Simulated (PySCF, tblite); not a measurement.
## A complex of triplet germylene GeF2 and water

A gas-phase complex of triplet germylene GeF2 and water; neutral, triplet. The structure comes from a short search (6 tight-binding starts) and was relaxed by PBE0-D3(BJ)/def2-SVPD; another way of binding may lie lower. Frequencies by PBE0-D3(BJ)/def2-SVPD show no clear imaginary mode.

The triplet of [F][Ge][F] is an excited state: the singlet is known to lie well below (the gap isn't computed here).

Parts: 1 = triplet germylene GeF2 ([F][Ge][F]), atoms 1–3, multiplicity 3; 2 = water (O), atoms 4–6.

```xyz
6

F     1.654   -0.354   -0.311
Ge   -0.115    0.056   -0.082
F    -1.935    0.098   -0.252
O    -0.293   -1.181   -1.750
H     0.432   -1.819   -1.774
H    -1.145   -1.636   -1.746
```
Atoms count from 1 in this order.

Contacts between parts, classed by geometry: Ge2···O4 2.083 Å (partial bond).

Deforming the relaxed parts to their shape here costs 13.9 kcal/mol, which the interaction energies leave out.

Interaction energies are complex less parts, with the parts frozen as they stand in it; counterpoise-corrected, in kcal/mol (PySCF).

(1) How strongly do the parts interact, level by level?

(2) What holds them together? Decompose the wB97M-D3(BJ)/def2-TZVPD energy: frozen parts, their antisymmetrised product, then relaxation.

(3) What are the binding energy from relaxed parts (wB97M-D3(BJ)/def2-TZVPD), and ΔH and ΔG of association at 298.15 K and 1 atm?

## Answers

(1) 
```json
{"level": "wB97M-D3(BJ)/def2-TZVPD", "interaction": "-22.30", "superposition error removed": "-0.43"}
{"level": "PBE0-D3(BJ)/def2-TZVPD", "interaction": "-23.61", "superposition error removed": "-0.40"}
```

(2) electrostatic -58.4, Pauli repulsion +71.9, orbital relaxation -34.8, dispersion correction -1.4 kcal/mol, which sum to the value before the counterpoise correction; the Pauli term holds the exchange-correlation of the frozen density too. Of the attraction, 62 % is electrostatic, 37 % is orbital relaxation, 2 % is dispersion correction.

(3) -8.40 kcal/mol, -6.00 with zero-point energy; ΔH -6.8 and ΔG +2.7 kcal/mol, from harmonic vibrations by PBE0-D3(BJ)/def2-SVPD with low modes damped.

The 2 runs behind this took 92 s in all, one thread each of Intel Xeon 6975P-C on a shared host, launched as `OMP_NUM_THREADS=1 python cluster_run.py task.json out`.
